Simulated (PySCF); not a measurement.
C2BrCl2F, SMILES C(/Br)(Cl)=C(/F)Cl. Geometry optimised at PBE-D3(BJ)/def2-SVP. The structure was generated by enumeration; whether it is a known compound was not checked.

Computed with PBE-D3(BJ)/def2-SVP run with PySCF.

Harmonic wavenumbers (cm⁻¹): 105, 154, 210, 281, 294, 395, 500, 517, 782, 933, 1183, 1645. Rotational constants (GHz): 2.252, 0.9415, 0.6639; symmetry number 1.

Work out the zero-point energy and the ideal-gas rigid-rotor harmonic-oscillator thermochemistry at 298.15 K and 1 atm.

ZPE = ½ Σ hcν = ½ × 6998 cm⁻¹ = 10.00 kcal/mol. H − E(el) = 14.68 kcal/mol. Entropy in cal/(mol K): translation 41.69, rotation 29.81, vibration 13.66, total 85.16. G − E(el) = -10.71 kcal/mol. Cp = 22.35 cal/(mol K). Modes under 150 cm⁻¹ make the vibrational entropy uncertain.
